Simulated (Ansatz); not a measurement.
**Match the barriers**

Saddle point of Si2H8SO, closed shell (Si₂H₆SO ([SiH3][O][SiH2][SH]) + H₂ → Si₂H₆O ([SiH3][O][SiH3]) + H₂S; bonds formed: Si1–H8, S2–H7; bonds broken: Si1–S2, H7–H8), PBE0-D4/def2-TZVP structure:

Si1  (0.274, 0.862, 0.919)
S2  (0.555, -1.687, 0.814)
O3  (-0.249, 0.879, -0.631)
Si4  (-1.091, -0.106, -1.653)
H5  (0.944, 2.188, 0.921)
H6  (-0.787, 0.708, 1.934)
H7  (1.291, -0.493, 1.692)
H8  (1.512, 0.439, 1.988)
H9  (1.578, -1.662, -0.058)
H10  (-0.188, -1.121, -2.249)
H11  (-2.214, -0.775, -0.951)
H12  (-1.625, 0.769, -2.725)
(Å)

Computed with Ansatz 0.2.0 (basis: def2-TZVPP, with def2-QZVPP for the basis limit); correlated methods freeze the cores. B3LYP uses VWN-RPA correlation. Extrapolation: Hartree–Fock as exp(−7.88 √X), correlation as X^−2.97. Four methods, as single points on the PBE0-D4 structures, gave these electronic barriers from the start structure: 158.0, 228.7, 251.9, 310.7 kJ/mol.

The methods were, in alphabetical order, B3LYP-D4, BHLYP-D4, HF, SPW92. Which gave which? (A judgement: the text doesn't fix the answer.)

The calculation gives: SPW92 158.0; B3LYP-D4 228.7; BHLYP-D4 251.9; HF 310.7 kJ/mol. For comparison, CCSD(T) at an estimated basis limit (MP2 extrapolated from triple and quadruple zeta, plus CCSD(T) − MP2 in triple zeta) gives 239.4 kJ/mol.

No T1 diagnostic of these runs exceeds 0.014.

Labels in which every atom is bracketed show which atoms are joined, not bond orders.

For scale, one of the runs: CCSD(T)/def2-TZVPP, 269 basis functions, launched by `ansatz run in.yaml --threads 4 --pin off --events-out ev --progress --plain --max-ram 9574MiB`. Hardware: 4 CPU threads of an Arm Neoverse V2, shared host. Wall time 2.2 min; peak host memory 6.3 GiB.
